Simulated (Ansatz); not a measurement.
Reaction (hydrogenolysis of the In–O bond): `[OH][In]([OH])[O][SiH3]` + H₂ → `[OH][InH][OH]` + `O[SiH3]`

Gas-phase electronic energies from Ansatz, PBE0-D4/def2-TZVP geometries. CBS: MP2 limit from def2 TZ/QZ plus the TZ coupled-cluster correction, frozen cores. This one scheme is used for every species. DFT in def2-TZVPP. def2 core potentials past Kr. For In outer-core shells are correlated without core-valence functions, which leaves a few kJ/mol of doubt a bond. Each species was taken in one conformer, which may not be the lowest.

**Question.** Is it downhill or uphill in electronic energy at CCSD(T)/CBS, and by how much? (Best estimate.)

**Answer.** The calculation gave: Uphill: ΔE = +16.5 kJ/mol.

**Question.** What do these levels give: B97M-V, PBE0-D4, r2SCAN, SCS-MP2/def2-QZVPP, HF/CBS(def2), CCSD/CBS(def2)? (Estimate.)

**Answer.** Computed: B97M-V 2.7, PBE0-D4 0.1, r2SCAN 7.1, SCS-MP2/def2-QZVPP 19.3, HF/CBS(def2) -1.9, CCSD/CBS(def2) 11.0 kJ/mol.

Largest T1 diagnostic among the species: 0.017.

In def2-TZVPP, CCSD(T) changes the Hartree–Fock value by +15.5 kJ/mol (the triples alone add +5.5 kJ/mol) and MP2 by +21.9 kJ/mol. Leaving LDA and LC-ωPBE aside and taking each functional with its dispersion term where it has one, the values, not all of them listed here, spread over 11.5 kJ/mol, from PBE0-D4 to BLYP-D4. LDA lies −9.5 kJ/mol from PBE without D4. From r2SCAN to r2SCAN0 (25 % exact exchange), in def2-TZVPP and without D4, ΔE moves by −6.2 kJ/mol.
